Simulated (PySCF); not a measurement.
**Rh⁺ (rhodium, charge +1) across methods**

[Kr] 4d7 5s1, high-spin 5F determinant (an excited configuration). All numbers are calculated (PySCF 2.14, scalar relativity by spin-free X2C-1e, in aug-cc-pVTZ-DK).

```json
{"method": "r2SCAN", "E (hartree)": "-4783.12", "mean ε 4d α (eV)": "-18.117", "mean ε 4d β (eV)": "-15.862", "mean ε 5s α (eV)": "-13.026", "Σ⟨r²⟩ (bohr²)": "40.55", "⟨S²⟩": "6.002"}
{"method": "B3LYP", "E (hartree)": "-4783.18", "mean ε 4d α (eV)": "-19.082", "mean ε 4d β (eV)": "-17.176", "mean ε 5s α (eV)": "-13.387", "Σ⟨r²⟩ (bohr²)": "40.80", "⟨S²⟩": "6.001"}
{"method": "wB97X", "E (hartree)": "-4783.25", "mean ε 4d α (eV)": "-21.849", "mean ε 4d β (eV)": "-19.995", "mean ε 5s α (eV)": "-15.109", "Σ⟨r²⟩ (bohr²)": "40.66", "⟨S²⟩": "6.002"}
{"method": "PBE", "E (hartree)": "-4782.73", "mean ε 4d α (eV)": "-17.646", "mean ε 4d β (eV)": "-15.640", "mean ε 5s α (eV)": "-12.791", "Σ⟨r²⟩ (bohr²)": "40.81", "⟨S²⟩": "6.001"}
{"method": "r2SCANh", "E (hartree)": "-4783.11", "mean ε 4d α (eV)": "-18.824", "mean ε 4d β (eV)": "-16.543", "mean ε 5s α (eV)": "-13.303", "Σ⟨r²⟩ (bohr²)": "40.53", "⟨S²⟩": "6.002"}
{"method": "UHF", "E (hartree)": "-4780.76456", "mean ε 4d α (eV)": "-24.414", "mean ε 4d β (eV)": "-21.733", "mean ε 5s α (eV)": "-15.001", "Σ⟨r²⟩ (bohr²)": "40.96", "⟨S²⟩": "6.004"}
{"method": "PBE0", "E (hartree)": "-4782.80", "mean ε 4d α (eV)": "-19.540", "mean ε 4d β (eV)": "-17.391", "mean ε 5s α (eV)": "-13.480", "Σ⟨r²⟩ (bohr²)": "40.66", "⟨S²⟩": "6.001"}
```

Estimate the same row for LDA.

E (hartree) = -4777.89; mean ε 4d α (eV) = -17.786; mean ε 4d β (eV) = -15.741; mean ε 5s α (eV) = -13.088; Σ⟨r²⟩ (bohr²) = 40.77; ⟨S²⟩ = 6.000.
